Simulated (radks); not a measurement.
Task: The table gives one normalised radial function P(r) = r R(r) (large component) of Sr8+ in [Ar] 3d10 4s2 (r in bohr). Calculated with a radial shooting solver on a logarithmic mesh with Libxc functionals: Dirac Kohn-Sham, PBE, spin-unpolarised, spherical densities, point nucleus.

r	P
0.001319	0.0381
0.001703	0.0480
0.002183	0.0598
0.00282	0.0746
0.003613	0.0916
0.004668	0.1122
0.006029	0.1357
0.007726	0.1603
0.009981	0.1859
0.01289	0.2085
0.01652	0.2227
0.02134	0.2224
0.02735	0.1988
0.03533	0.1410
0.04563	0.0434
0.05848	-0.0859
0.07554	-0.2336
0.09758	-0.3501
0.125	-0.3716
0.1615	-0.2430
0.207	0.0303
0.2674	0.3714
0.3454	0.5848
0.4426	0.4931
0.5717	0.0542
0.7326	-0.5316
0.9464	-0.9870
1.222	-1.0470
1.567	-0.7516
2.024	-0.3543
2.614	-0.1020
3.35	-0.0171

Which n and l does it have? It may be an empty orbital.

Result: n = 4, l = 0: the number of nodes gives n - l - 1 = 3, the rise at small r points to l (this Dirac orbital starts as r^gamma with gamma = sqrt((l + 1)^2 - (Z/c)^2) = 0.96; the j = 1/2 orbital of l + 1 starts with the same power, but with a smaller coefficient, and then steepens), and the extent must fit the shell. The curve is that of 4s1/2. 4s1/2: eigenvalue -150.61 eV, 3 radial nodes at r = 0.0499, 0.202, 0.586 bohr, <r> = 1.20 bohr, 90 % of the charge inside 1.72 bohr.
